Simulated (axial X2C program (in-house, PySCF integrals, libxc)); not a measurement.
Low determinants of PtGe at the PBE0 level, two-component

Calculated with an in-house all-electron X2C program for linear molecules (integrals from PySCF). Two-component (2c) means X2C with spin–orbit coupling and atomic mean-field two-electron Coulomb and Gaunt terms. Basis: Pt dyall-cv3z [13s14p9d6f4g], Ge dyall-cv3z [9s9p7d4f1g] (cores contracted in-house); Gaussian nuclei, density fitting, unrestricted open shells. Masses: Pt 194.965 u, Ge 73.921 u.

Search at 2.161 Å (vertical energies from the lowest determinant):

| ΔE (eV) | state | electrons beyond evenly filled partner blocks | electrons in ±ω = 1/2, 3/2, 5/2, 7/2 |
| --- | --- | --- | --- |
| 0.00 | Ω = 0 | none | 64 32 12 2 |
| 1.31 | Ω = 2 | ω = -1/2, ω = 5/2 | 65 32 11 2 |
| 1.34 | Ω = 3 | ω = 1/2, ω = 5/2 | 65 32 11 2 |
| 1.37 | Ω = 1 | 2 × ω = 1/2 | 64 32 12 2 |
| 1.51 | Ω = 2 | ω = 1/2, ω = 3/2 | 63 33 12 2 |
| 1.57 | Ω = 4 | ω = 3/2, ω = 5/2 | 64 33 11 2 |
| 1.63 | Ω = 1 | ω = -1/2, ω = 3/2 | 63 33 12 2 |

Lowest determinant, Ω = 0 (closed shell): Re = 2.157 Å, ωe = 360.7 cm⁻¹.

The determinant in row 2 of the search, Ω = 2 (⟨Sz⟩ = 0.99, ⟨Lz⟩ = 1.01 at PBE0), was followed along the bond at PBE0; measured from the minimum of the lowest determinant it gives:

Te = 1.129 eV (9106 cm⁻¹), Re = 2.304 Å, ωe = 263.8 cm⁻¹.

(1) Compare the bond of the determinant in row 2 with that of the lowest one.

The search compares states at one distance, so a state with another bond length can lie lower; it is not exhaustive and yields mostly the lowest determinant of each block pattern, so other components and higher states of one pattern are missing. These are energies of single determinants, not of spin-adapted states; PBE0 term energies can be off by some tenths of an eV, and the functional has no current term. Open-shell Ω = 0 determinants with evenly filled partner blocks cannot be reached by this program, so the Ω shown need not be the lowest component.

## Answers

(1) At PBE0 its Re is 0.147 Å longer and its force constant, which goes as ωe², is 0.53 times that of the lowest determinant. T0 ≈ Te + Δωe/2 = 9106 + (-48) = 9058 cm⁻¹.
